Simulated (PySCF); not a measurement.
Working out the ionisation energy of N²⁺

N²⁺ [He] 2s2 2p1 (2P) → N³⁺ [He] 2s2 (1S). Computed with PySCF 2.14 in aug-cc-pCVTZ-DK with one added diffuse shell each of s, p, d, f type (8s7p5d3f, 75 functions), with scalar relativity by spin-free X2C-1e. Frozen: nothing. Energies in hartree (1 hartree = 27.21139 eV):

```tsv
part	N²⁺ (lower)	N³⁺ (upper)
UHF	-52.847572	-51.110655
CCSD correlation	-0.132941	-0.131813
(T)	-0.001508	-0.000714
```

What does Hartree-Fock give?

(-51.110655) − (-52.847572) = 1.736917 hartree = 47.264 eV.

What do CCSD and CCSD(T) give?

The CCSD correlation energies differ by 0.001128 hartree = 0.031 eV and the triples by 0.000794 hartree = 0.022 eV, so CCSD gives 47.295 eV and CCSD(T) 47.317 eV.

A first-order spin-orbit estimate adds 0.014 eV to CCSD(T) (valence and next inner shell), giving 47.331 eV against 47.445 eV (semi-empirical (NIST evaluation); NIST Atomic Spectra Database, ionization energies).

The coupled-cluster amplitudes are large, so a single reference is strained.

What remains against the reference includes basis incompleteness and higher excitations.
